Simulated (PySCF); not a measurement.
## Trend along the second period: MP molecules

PBE0 with triple-zeta basis sets in PySCF, for the lowest determinant that a PBE0 search found; no spin–orbit coupling. De refers to high-spin ground-configuration atoms. A positive dipole means M(−)P(+).

| M | basis | state (unpaired electrons) | Re (Å) | ωe (cm⁻¹) | De (eV) | μ (D) |
| --- | --- | --- | --- | --- | --- | --- |
| Li | x2c-TZVPPall | triplet (π ↑↑) | 2.320 | 497 | 1.74 | -6.66 |
| Be | pcseg-2 | quartet (σ ↑, π ↑↑) | 2.065 | 622 | 1.60 | -0.61 |
| B | x2c-TZVPPall | triplet (σ ↑, π ↑) | 1.736 | 983 | 3.62 | -0.20 |
| N | def2-TZVPP | singlet (closed shell) | 1.479 | 1428 | 5.98 | 2.84 |
| O | def2-TZVPP | doublet (π ↑) | 1.474 | 1288 | 5.99 | 2.05 |
| F | def2-TZVPPD | triplet (π ↑↑) | 1.595 | 855 | 4.72 | 0.75 |

The shortest bond is that of PO (1.474 Å), the longest that of LiP (2.320 Å).

The rows differ in basis set, which adds steps of its own.

The state changes along the series, so neighbouring rows are not always alike in their bonding.

States were picked by a PBE0 search and need not be the measured ground states.
